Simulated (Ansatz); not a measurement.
Born–Oppenheimer molecular dynamics of Cl2F3H2STa (9 atoms, charge 0, multiplicity 1). It starts at the highest image of a converged band, a first-order saddle point between two minima.

The calculation used RKS B3LYP-D4/def2-SVP (Ansatz 0.2.0).

```
ensemble                      : NVE (velocity Verlet)
time step                     : 0.5 fs
steps asked                   : 200
starting velocities drawn for : 300 K
seed                          : 11399
```

First frame:

```xyz
9
Properties=species:S:1:pos:R:3
Ta -0.201 -0.351 -0.235
F 1.919 0.059 -0.314
F 0.212 -1.104 1.446
Cl -0.251 0.151 -2.512
F -0.260 1.407 0.382
Cl -2.362 -1.102 -0.149
S 1.185 -2.409 -1.075
H 1.375 -2.968 0.145
H 2.027 -1.020 -0.705
```

Problem. How far do the bonds stretch over the last three quarters of this one trajectory? (Pairs bonded in most of those frames.)

Solution. 
```json
{"bond": "Ta1–F2", "mean (Å)": "2.376", "spread (Å)": "0.127", "shortest": "2.18", "longest": "2.58"}
{"bond": "Ta1–F3", "mean (Å)": "1.903", "spread (Å)": "0.033", "shortest": "1.84", "longest": "1.94"}
{"bond": "Ta1–Cl4", "mean (Å)": "2.330", "spread (Å)": "0.063", "shortest": "2.24", "longest": "2.44"}
{"bond": "Ta1–F5", "mean (Å)": "1.881", "spread (Å)": "0.019", "shortest": "1.85", "longest": "1.91"}
{"bond": "Ta1–Cl6", "mean (Å)": "2.287", "spread (Å)": "0.018", "shortest": "2.25", "longest": "2.31"}
{"bond": "Ta1–S7", "mean (Å)": "2.521", "spread (Å)": "0.067", "shortest": "2.46", "longest": "2.64"}
{"bond": "F2–H9", "mean (Å)": "0.982", "spread (Å)": "0.032", "shortest": "0.93", "longest": "1.04"}
{"bond": "S7–H8", "mean (Å)": "1.356", "spread (Å)": "0.004", "shortest": "1.35", "longest": "1.36"}
```

Pairs bonded in part of these frames only: Ta1–H9 40 %.

Mean temperature of the second half: 240 K. The conserved energy stayed within 0.014 meV per atom of its start (net change -0.0032 meV per atom), so the integration is sound. A run of 0.1 ps of so small a system gives no equilibrium averages. The orbitals stay closed-shell, which can raise the energy where a bond breaks towards radicals; this wasn't checked here.

Time of the run: 13 min on 4 threads of Arm Neoverse V1, on a shared host, peak memory 0.41 GiB.
